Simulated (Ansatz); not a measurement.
Ansatz (a quantum-chemistry and plane-wave program) input (PBE/LANL2DZ): The .json file is the Basis Set Exchange's LANL2DZ.

Ansatz 0.2 input:
```yaml
crystal:
  periodic: [false, false, false]
  atoms:
    - {symbol: Bi, position_ang: [-0.02765200, -0.00809900, 0.22836500]}
    - {symbol: F, position_ang: [1.52880300, -1.03205700, -0.77749000]}
    - {symbol: F, position_ang: [0.15851800, 1.80877500, -0.84266000]}
    - {symbol: O, position_ang: [-1.61134300, -0.78977700, -0.54662300]}
basis:
  gaussian:
    orbitals: LANL2DZ.json
hamiltonian:
  xc: {name: PBE}
total_charge: -1
output: {forces: true}
```

Output:

```
Functional definition: PBE
integrals: 0.01 GiB planned
417 factors; integrals over basis functions are off by at most 1.4e-4 eV
mean field: 0.07 GiB planned
mean field evaluation 1: about -7619.4806 eV, gradient 5.0e1 eV
mean field evaluation 2: about -7463.8599 eV, gradient 1.6e2 eV
mean field evaluation 4: about -7622.1982 eV, gradient 3.7e1 eV
mean field evaluation 8: about -7625.6586 eV, gradient 1.2e1 eV
mean field evaluation 16: about -7626.0157 eV, gradient 2.6e-5 eV
mean field -7626.01572644 eV, -280.2509088475 hartree, gradient 2.7e-5 eV, S^2 0.000000; 0 other end points of the search recorded, 0 dependent functions left out
the calculation of the forces begins
reference -7626.01575552 eV, -280.2509099164 hartree; 16, 16 occupied and 19, 19 virtual orbitals, 417 factors
Total energy: -7626.01575552 eV, -280.2509099164 hartree
Atom 0 at    -0.027652    -0.008099     0.228365 Å, force     0.368925     0.180383     0.105955 eV/Å
Atom 1 at     1.528803    -1.032057    -0.777490 Å, force     0.110172    -0.025408     0.017015 eV/Å
Atom 2 at     0.158518     1.808775    -0.842660 Å, force     0.048419     0.102618     0.014078 eV/Å
Atom 3 at    -1.611343    -0.789777    -0.546623 Å, force    -0.527516    -0.257593    -0.137048 eV/Å
Dipole moment:     0.251127     0.149454     1.234572 e Å
```

The dipole moment of an ion depends on the origin.

The geometry given is a B3LYP-D3(BJ)/def2-TZVP minimum.
